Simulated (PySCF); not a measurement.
## [SnCl2]+, doublet: data card

Computed with UPBE0 in PySCF with Sn def2-TZVP with ECP28, Cl def2-TZVP; scalar-relativistic core potentials, no spin–orbit coupling; density-fitted integrals.

The structure is a minimum.

| Item | Value |
| --- | --- |
| Point group | C2v |
| Bond lengths | Sn–Cl 2.272 Å (×2) |
| Bond angles | Cl–Sn–Cl 120.0° |
| Entropy at 298.15 K and 1 bar (electronic part: spin only) | 310.6 J/(mol K) |
| Rotational constants | 0.2957, 0.06223, 0.05141 cm⁻¹ |
| Principal polarisabilities | 36.8, 48.5, 86.3 bohr³ |
| Enthalpy at 298.15 K above 0 K | 13.59 kJ/mol |
| Rotational symmetry number | 2 |
| Principal quadrupole moments (Buckingham, traceless) about the centre of mass | -2.34, -0.39, 2.72 D Å |
| Zero-point energy | 5.2 kJ/mol |
| Heat capacity Cp at 298.15 K | 54.0 J/(mol K) |
| Spin squared ⟨S²⟩ | 0.757 |
| Highest occupied level (α) | -14.24 eV |
| Lowest empty level (β) | -11.51 eV |
| Dipole moment about the centre of mass | 1.66 D |

Harmonic modes (masses in u: Sn 119.902, Cl 34.969):
```json
{"symmetry": "a1", "ω (cm⁻¹)": "93", "IR (km/mol)": "2.5", "μ (u)": "41.98", "type": "bend"}
{"symmetry": "a1", "ω (cm⁻¹)": "368", "IR (km/mol)": "7.1", "μ (u)": "38.59", "type": "stretch"}
{"symmetry": "b2", "ω (cm⁻¹)": "402", "IR (km/mol)": "34.1", "μ (u)": "44.58", "type": "stretch"}
```

In C2v the vibrations span 2a1 + b2. Here b1 is antisymmetric to the molecular plane and b2 lies in it.

Charges (e):
```tsv
atom	Mulliken	Löwdin	polar tensor	spin (Mulliken)	Mayer order to Sn1
Sn1	1.14	0.44	1.33	0.47	–
Cl2,3	-0.07	0.28	-0.16	0.26	1.25
```

Mulliken populations on Sn1 (electrons outside its core potential): s 3.53, p 7.08, d 10.19, f 0.06.

Outer orbital energies (eV). α occupied: -28.93, -20.36, -17.44, -15.91, -15.83, -15.35, -15.29, -14.24; empty: -8.98, -6.92, -5.64, -1.92. β occupied: -28.88, -28.50, -19.73, -16.59, -15.71, -15.62, -15.25, -15.13; empty: -11.51, -8.53, -6.50, -5.03.

Only a few start shapes were tried, so a lower isomer may exist. Spin–orbit coupling, left out here, can matter for elements this heavy.

The final relaxation and frequency run took 39 s on 4 threads of a shared Arm Neoverse V1 host, with 124 basis functions and 10 gradients; the process peaked at 1.1 GiB.
